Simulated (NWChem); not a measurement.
Species: CH2NO, doublet; SMILES N[C]=O

```xyz
5

N      0.0958     1.0849     0.0000
C     -0.4017    -0.1535     0.0000
O      0.1515    -1.2085     0.0000
H      1.1013     1.2509     0.0000
H     -0.5239     1.8818     0.0000
```
Atoms are numbered in this order, from 1.

All runs: NWChem. Spin-unrestricted. In the optimisation the excess spin sits in a' (Cs, its own frame). The geometry was optimised at PBE0/def2-SVP, spin-unrestricted. No stability test was run on the SCF state. Solvent water, SMD (1 M gas to 1 M solution), gas-phase geometry. Reactions with the solvent are ignored.

For level B3LYP/def2-SVP:

| Item | Value |
|---|---|
| dipole in solution (D) | 4.77 |

### Question
Estimate the same quantities for level B3LYP/def2-TZVP.

### Answer
* **dipole in solution (D)**: 5.00
